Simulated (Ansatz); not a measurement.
`[OH][AlH][Al]1[AlH][S]1` at its PBE0-D4/def2-TZVP geometry, where that method's forces vanish. The species carries charge 0 and has multiplicity 1.

```xyz
8

O    -2.8220    0.8531   -0.7938
Al   -1.5959   -0.2444   -1.2139
Al    0.5608   -0.3812    0.2097
Al    2.4980   -0.6283    1.6227
S     2.3368    0.9723    0.1106
H    -2.7636    1.4834   -0.0782
H    -1.9197   -1.1589   -2.4667
H     3.7056   -0.8961    2.6095
```

Q: What forces (eV/Å) does ωB97M-V/def2-TZVPP give on these atoms in Ansatz 0.2.0? (Estimate.)

A: Ansatz gave: 
```
O1   0.000  0.058  0.055
Al2  0.093 -0.159 -0.090
Al3  0.012  0.035 -0.015
Al4  0.065  0.011  0.030
S5  -0.045 -0.057  0.025
H6  -0.026 -0.010 -0.027
H7   0.037  0.099  0.130
H8  -0.137  0.024 -0.107
```
